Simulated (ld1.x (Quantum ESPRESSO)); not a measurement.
**Plane-wave convergence, PAW potential for lanthanum**

ld1.x (Quantum ESPRESSO) 7.5 input, shortened:

```
&input
   title='La', zed=57., rel=1, dft='PBE', iswitch=3,
   config='[Xe] 4f0 5d1 6s2 6p0'
 /
 &inputp
   pseudotype=3, lpaw=.true., tm=.true., lloc=-2, rcloc=3.00,
   nlcc=.true., new_core_ps=.true., rcore=1.15,
   which_augfun='PSQ', rmatch_augfun_nc=.true.
 /
8
5S  1  0   2.00   0.00  2.45  2.75  0.0
6S  2  0   2.00   0.00  2.45  2.75  0.0
5P  2  1   6.00   0.00  3.15  3.40  0.0
6P  3  1   0.00   0.00  3.15  3.40  0.0
5D  3  2   1.00   0.00  1.95  2.65  0.0
5D  3  2   0.00   0.15  1.95  2.65  0.0
4F  4  3   0.00   0.00  0.95  1.15  0.0
4F  4  3   0.00   1.85  0.95  1.15  0.0
 &test
   configts(1)='4f0 5s2 5p6 5d1 6s2 6p0'
 /
```

The pseudo-atom Hamiltonian at the reference potential is diagonalised in spherical Bessel functions j_l(qr) that vanish at 20 bohr, with q² up to the cutoff. All-electron valence levels (Ry): 5s -2.8609, 6s -0.2704, 5p -1.6464, 6p -0.0993, 5d -0.2271, 4f -0.3194.

Question: How do the lowest levels (Ry) of each channel move with the cutoff, and are there ghosts?

Answer:

```tsv
cutoff (Ry)	s #1	s #2	p #1	p #2	p #3	d #1	d #2	f #1	f #2	Σ f·Δε (mRy)
8	-2.8604	-0.2606	-1.6462	-0.0821	0.0513	-0.2059	0.0406	0.0887	0.1925	43.0
10	-2.8605	-0.2671	-1.6462	-0.0949	0.0462	-0.2204	0.0396	0.0887	0.1923	15.2
12	-2.8607	-0.2698	-1.6463	-0.0988	0.0447	-0.2258	0.0392	0.0887	0.1921	3.2
15	-2.8608	-0.2703	-1.6464	-0.0990	0.0447	-0.2270	0.0391	0.0887	0.1917	0.7
18	-2.8608	-0.2703	-1.6464	-0.0992	0.0445	-0.2270	0.0391	0.0886	0.1915	0.5
21	-2.8608	-0.2704	-1.6464	-0.0993	0.0445	-0.2271	0.0391	0.0886	0.1913	0.2
400	-2.8609	-0.2704	-1.6464	-0.0993	0.0445	-0.2271	0.0391	-0.3194	0.0892	0.0
```

Result: no extra level below or beside the all-electron valence levels (s, p, d, f tested); 10 mRy is reached at 12 Ry and 1 mRy at 15 Ry.

The cutoffs count occupied waves only; the empty 4f level needs 100 Ry at the loose tolerance. 1 of 7 tests not solved or not reliable.
